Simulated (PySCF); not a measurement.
# Pd (palladium, neutral) across methods

[Kr] 4d9 5p1, one real determinant (an excited configuration). All numbers are calculated (PySCF 2.14, scalar relativity by spin-free X2C-1e, in ANO-RCC-VTZP (7s6p4d2f1g, 68 functions)).

| method | E (hartree) | mean ε 4d α (eV) | mean ε 4d β (eV) | mean ε 5p α (eV) | Σ⟨r²⟩ (bohr²) | ⟨S²⟩ |
| --- | --- | --- | --- | --- | --- | --- |
| PBE | -5044.55 | -7.520 | -6.792 | -0.595 | 50.89 | 2.001 |
| HSE06 | -5044.56 | -8.790 | -8.004 | -0.759 | 50.51 | 2.001 |
| LDA | -5039.58 | -7.798 | -7.068 | -0.706 | 51.03 | 2.000 |
| UHF | -5042.43112 | -13.442 | -12.454 | -2.296 | 49.98 | 2.003 |
| r2SCAN | -5044.94 | -7.738 | -6.944 | -0.747 | 50.53 | 2.002 |
| LC-wPBE | -5044.52 | -11.994 | -11.259 | -3.120 | 50.47 | 2.001 |
| PBE0 | -5044.62 | -9.202 | -8.413 | -1.137 | 50.46 | 2.001 |

Estimate the same row for r2SCANh.

E (hartree) = -5044.93; mean ε 4d α (eV) = -8.400; mean ε 4d β (eV) = -7.592; mean ε 5p α (eV) = -0.951; Σ⟨r²⟩ (bohr²) = 50.42; ⟨S²⟩ = 2.002.

⟨L²⟩ = 8.02 against 12 for a pure F term, so this real determinant mixes terms.
